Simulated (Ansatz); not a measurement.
Consider the ligand exchange at the Si–C bond: `C=C(C)[SiH2][SiH3]` + HCl → `[SiH3][SiH2]Cl` + propene.

Gas-phase electronic energies from Ansatz, PBE0-D4/def2-TZVP geometries. CCSD(T)/CBS adds triple-zeta CCSD(T) − MP2 to the extrapolated MP2 energy (def2 sets, frozen cores). This one scheme is used for every species. DFT in def2-TZVPP. Each species was taken in one conformer, which may not be the lowest.

```tsv
level	ΔE (kcal/mol)
r2SCANh-D4	-22.8
BLYP	-24.4
CCSD(T)/def2-SVP	-20.0
HF/CBS(def2)	-27.5
```

What does CCSD(T)/CBS give? (Estimate.)

Ansatz gave: -22.1 kcal/mol. The listed levels differ from it by -0.7, -2.3, 2.1, -5.4 kcal/mol.

What do rigid-rotor, harmonic-oscillator terms from PBE0-D4/def2-TZVP frequencies (298.15 K, 1 bar) make of the CCSD(T)/CBS value? (An estimate is asked.)

The calculation gave: ΔZPE = +2.6 kcal/mol, ΔH = -20.3 kcal/mol, ΔS = 19 J/(mol·K), ΔG = -21.6 kcal/mol. Modes under 50 cm⁻¹ make the entropy rough.

Largest T1 diagnostic among the species: 0.012.

Leaving LDA and LC-ωPBE aside and taking each functional with its dispersion term where it has one, the values, not all of them listed here, spread over 3.4 kcal/mol, from B2PLYP to revPBE-D4. LDA lies +2.4 kcal/mol from PBE without D4. The D4 term adds +2.4 kcal/mol with B3LYP and +1.4 kcal/mol with PBE0; it sums over pairs of atoms, weighted by their polarisabilities, and B3LYP, whose exchange is more repulsive, gets the larger term. At CCSD(T), def2-SVP lies +2.1 kcal/mol from the extrapolated value and def2-TZVPP +1.1 kcal/mol.

B3LYP here is the variant with VWN-RPA as its local correlation; programs differ in this.
